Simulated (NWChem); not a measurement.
Correlation energy of BF (+1)

```
B
F 1 1.2147
```
Charge +1, spin multiplicity 2.

The numbers come from NWChem runs, not from measurements. Structure: optimised with UPBE0/def2-SVP, a minimum by its harmonic frequencies.

Basis set: cc-pVDZ. Each correlation energy counts from its own Hartree-Fock reference.

The correlated methods keep 2 core orbitals frozen. This spin state was chosen for the runs; another may lie lower. The structure started from a generated list of species. The unpaired electrons of the parent sit in orbitals of symmetry a1 (C2v labels of the run); other states weren't searched. The stability of the SCF solutions was not checked. Open-shell Hartree-Fock references start from PBE0 orbitals. No row is a measurement; the coupled-cluster row has its own basis-set and correlation limits.

Task: One of these methods gave a correlation energy of -235.9 mHa. Which?
(A) CCSDT on ROHF
(B) CCSD on ROHF
(C) UMP2
(D) SCS-UMP2

Result: A, CCSDT on ROHF. The others give -229.7 (CCSD on ROHF), -225.8 (UMP2), -216.2 (SCS-UMP2).
